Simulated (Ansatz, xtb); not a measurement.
# Two isomers of C5H2BrNO

Structure X: `C#Cc1ocnc1Br`, a singlet. Structure Y: `N#CC(=C=O)/C=C/Br`, a singlet. Both are isolated molecules in the gas phase, relaxed with r2SCAN-D4/def2-SVP; the shapes shown needn't be the lowest conformers.

X (Å):

```yaml
atoms:
  - { symbol: C, position_ang: [-4.4636, -1.8940, -0.5201] }
  - { symbol: C, position_ang: [-3.2668, -1.6678, -0.4994] }
  - { symbol: C, position_ang: [-1.8908, -1.4024, -0.5090] }
  - { symbol: C, position_ang: [0.0936, -1.1482, 0.3083] }
  - { symbol: C, position_ang: [-0.9799, -1.0750, -1.4965] }
  - { symbol: Br, position_ang: [-1.3334, -0.8626, -3.3091] }
  - { symbol: N, position_ang: [0.2649, -0.9195, -0.9587] }
  - { symbol: O, position_ang: [-1.1701, -1.4456, 0.6645] }
  - { symbol: H, position_ang: [-5.5193, -2.0939, -0.5370] }
  - { symbol: H, position_ang: [0.8379, -1.1284, 1.1036] }
```

Y (Å):

```xyz
10

C    -2.4402   -1.4312    0.9901
C    -1.9287   -2.0589   -0.1809
C    -1.9458   -3.4038   -0.2044
C    -1.4030   -1.2884   -1.3175
C    -1.3710    0.0540   -1.3256
Br   -0.6998    1.0325   -2.7786
N    -2.8497   -0.8744    1.9302
O    -1.9557   -4.5607   -0.2355
H    -1.0321   -1.8613   -2.1718
H    -1.7295    0.6713   -0.4973
```

Question: Estimate E(Y) − E(X) at the level CCSD(T)/def2-SVP + ΔMP2/def2-TZVPP.

Answer: Calculated at CCSD(T)/def2-SVP + ΔMP2/def2-TZVPP: E(Y) − E(X) = −56.1 kJ/mol, so structure Y lies lower.

The same difference at several levels:

```json
{"level": "GFN2-xTB", "geometry": "GFN2-xTB", "E(Y) − E(X) (kJ/mol)": "+70.0", "departure from the last row (kJ/mol)": "+126.1", "job, with rough time for the two": "optimisation, 0.19 s"}
{"level": "HF/STO-3G", "geometry": "GFN2-xTB", "E(Y) − E(X) (kJ/mol)": "+41.1", "departure from the last row (kJ/mol)": "+97.1", "job, with rough time for the two": "single point, 0.61 s"}
{"level": "r2SCAN-D4/def2-SVP//GFN2-xTB", "geometry": "GFN2-xTB", "E(Y) − E(X) (kJ/mol)": "−39.0", "departure from the last row (kJ/mol)": "+17.1", "job, with rough time for the two": "single point, 3.7 s"}
{"level": "r2SCAN-D4/def2-SVP", "geometry": "r2SCAN-D4/def2-SVP", "E(Y) − E(X) (kJ/mol)": "−40.6", "departure from the last row (kJ/mol)": "+15.5", "job, with rough time for the two": "optimisation, 32 s"}
{"level": "HF/def2-SVP", "geometry": "r2SCAN-D4/def2-SVP", "E(Y) − E(X) (kJ/mol)": "−80.5", "departure from the last row (kJ/mol)": "−24.5", "job, with rough time for the two": "part of the CCSD(T) run"}
{"level": "MP2/def2-SVP", "geometry": "r2SCAN-D4/def2-SVP", "E(Y) − E(X) (kJ/mol)": "−61.7", "departure from the last row (kJ/mol)": "−5.6", "job, with rough time for the two": "part of the CCSD(T) run"}
{"level": "CCSD(T)/def2-SVP", "geometry": "r2SCAN-D4/def2-SVP", "E(Y) − E(X) (kJ/mol)": "−68.1", "departure from the last row (kJ/mol)": "−12.0", "job, with rough time for the two": "single point"}
{"level": "CCSD(T)/def2-SVP + ΔMP2/def2-TZVPP", "geometry": "r2SCAN-D4/def2-SVP", "E(Y) − E(X) (kJ/mol)": "−56.1", "departure from the last row (kJ/mol)": "", "job, with rough time for the two": "single point, 76 s"}
```

As drawn, Y has 1 C≡N, 1 C–C, 2 C=C, 1 C=O in place of 1 C≡C, 2 C∷O, 2 C∷N, 1 C∷C (∷ is an aromatic bond). Structure X has a 5-membered ring (with an aromatic ring), Y no ring.

GFN2-xTB, HF/STO-3G put the two in the other order. The largest departure from CCSD(T)/def2-SVP + ΔMP2/def2-TZVPP is that of GFN2-xTB, 126.1 kJ/mol. The last row adds to CCSD(T) the change of the MP2 difference between the two basis sets, here +12.0 kJ/mol.

With thermal terms from frequencies at re-optimised GFN2-xTB minima (ideal gas, soft modes damped towards free rotors, one conformer each, 298.15 K, 1 atm): the zero-point term adds −3.3 kJ/mol; ΔH is −56.1 and ΔG −65.1 kJ/mol.

The correlated steps freeze 16 core orbitals; the filled d shell of Br is correlated, in a basis made for valence electrons. Run with Ansatz 0.2.0, xtb 6.7.1; the last row on 4 threads of Arm Neoverse V2 on a shared host.
